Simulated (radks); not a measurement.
Spherical quantum dot in the effective-mass picture: electrons in a hard-walled sphere of radius 4.51, with a point charge +1 (a donor) at the centre, all in effective atomic units (hartree* = m*/eps^2 hartree, bohr* = eps/m* bohr), one dielectric constant everywhere. Calculated with a radial shooting solver with Libxc functionals: non-relativistic Kohn-Sham, LDA (Slater exchange, Perdew-Wang correlation), spin-polarised, spherical densities. Levels are named by radial order and angular momentum (1s, 1p, 1d, 2s, ...), and open shells are averaged over m.

N = 13, configuration 1s2 1p6 1d(up 5, down 0). This is the lowest configuration that the search found. Occupied and some empty levels:

level    occupation  eigenvalue (hartree*)  <r> (bohr*)
1s up             1                 3.5121        2.557
1s down           1                 3.5635        2.436
1p up             3                 3.7024        3.011
1p down           3                 3.7711        2.994
1d up             5                 3.9497        3.164
2s up             0                 4.0210        1.846
1d down           0                 4.0218        3.159
2s down           0                 4.0418        1.931
1f up             0                 4.2734        3.273
1f down           0                 4.3468        3.272
2p up             0                 4.7261        2.276
2p down           0                 4.7612        2.268

Energy (hartree*): total 24.9204, kinetic 8.3299, external -4.8491, Hartree 25.603, exchange-correlation -4.1632.
